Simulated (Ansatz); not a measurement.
`O[SiH2][GeH2][OH]` + `C[SiH2]C(F)(F)F` → `O[SiH2][GeH2][F]` + `C[SiH2]C(O)(F)F`  (redistribution)

Calculated with Ansatz (gas phase, PBE0-D4/def2-TZVP geometries, no zero-point term in ΔE). CCSD(T)/CBS adds triple-zeta CCSD(T) − MP2 to the extrapolated MP2 energy (def2 sets, frozen cores). For Ge outer-core shells are correlated without core-valence functions, which leaves a few kJ/mol of doubt a bond. Scalar relativity is left out up to krypton. One conformer a species, not always the lowest.

```
            species  HF/CBS(def2) energy (Eh)
`O[SiH2][GeH2][OH]`               -2517.73361
  `C[SiH2]C(F)(F)F`                -666.11368
 `O[SiH2][GeH2][F]`               -2541.75371
  `C[SiH2]C(O)(F)F`                -642.11001
```

Task: Work out ΔE.

Result: ΔE = (-2541.75371) + (-642.11001) − (-2517.73361) − (-666.11368) = -0.01643 Eh = -43.1 kJ/mol. CCSD(T)/CBS gives -45.3 kJ/mol.

Largest T1 diagnostic among the species: 0.012.
